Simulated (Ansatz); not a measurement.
K (SMILES [K]), doublet; Ansatz (a quantum-chemistry and plane-wave program) with R2SCAN/def2-SVPD.

Ansatz was given this input:
Ansatz 0.2 input:
```yaml
crystal:
  periodic: [false, false, false]
  atoms:
    - {symbol: K, position_ang: [0.00000000, 0.00000000, 0.00000000]}
basis:
  gaussian:
    orbitals: def2-SVPD
hamiltonian:
  xc: r2scan
magnetization: {spin_polarized: true, initial_magnetization: 1}
accuracy: high
```

What the program printed (banner, timings and long lists left out):

```
Functional definition: r2SCAN
236 factors; integrals over basis functions are off by at most 3.6e-9 eV
mean field evaluation 1: about -16321.2690 eV, gradient 3.1e-1 eV
mean field evaluation 2: about -16321.2670 eV, gradient 3.1e-1 eV
mean field evaluation 4: about -16321.2692 eV, gradient 2.8e-2 eV
mean field evaluation 8: about -16321.2692 eV, gradient 2.6e-4 eV
mean field evaluation 16: about -16321.2692 eV, gradient 1.2e-9 eV
mean field -16321.26920520 eV, -599.7955803375 hartree, gradient 5.2e-9 eV, S^2 0.750172; 0 other end points of the search recorded, 0 dependent functions left out
reference -16321.26921878 eV, -599.7955808365 hartree; 10, 9 occupied and 17, 18 virtual orbitals, 236 factors
Total energy: -16321.26921878 eV, -599.7955808365 hartree
```
